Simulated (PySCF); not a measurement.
Al2(mu-OH)2(Cl)4, H₂Al₂Cl₄O₂, singlet, PBE0/def2-SVP optimised geometry.

```
10

Al    -2.00     1.21     1.69
Al    -0.55    -0.52     0.00
O     -1.28     1.17     0.00
H     -1.27     1.84    -0.69
Cl    -4.10     1.22     1.69
Cl    -1.01     2.53     2.99
O     -1.28    -0.48     1.69
H     -1.28    -1.15     2.38
Cl    -1.54    -1.84    -1.29
Cl     1.54    -0.52     0.00
```

Density from PBE0/def2-TZVP run with PySCF 2.14.0 at that geometry.

Minimum of the electron density along straight lines between bonded atoms, close to the bond critical point (lines longer than 1.1 times the sum of covalent radii, or with two minima, are not listed):

| bond | length / Å | ρ at the minimum / e bohr⁻³ | ∇²ρ there / e bohr⁻⁵ | position (fraction from the first atom) |
|---|---|---|---|---|
| Al1–O3 | 1.842 | 0.073 | 0.47 | 0.42 |
| Al2–O3 | 1.842 | 0.074 | 0.47 | 0.42 |
| O3–H4 | 0.961 | 0.352 | -2.47 | 0.82 |
| Al1–Cl5 | 2.098 | 0.076 | 0.31 | 0.38 |
| Al1–Cl6 | 2.098 | 0.076 | 0.31 | 0.38 |
| Al1–O7 | 1.842 | 0.074 | 0.47 | 0.42 |
| Al2–O7 | 1.842 | 0.073 | 0.47 | 0.42 |
| O7–H8 | 0.961 | 0.352 | -2.47 | 0.82 |
| Al2–Cl9 | 2.098 | 0.076 | 0.31 | 0.38 |
| Al2–Cl10 | 2.098 | 0.076 | 0.31 | 0.38 |
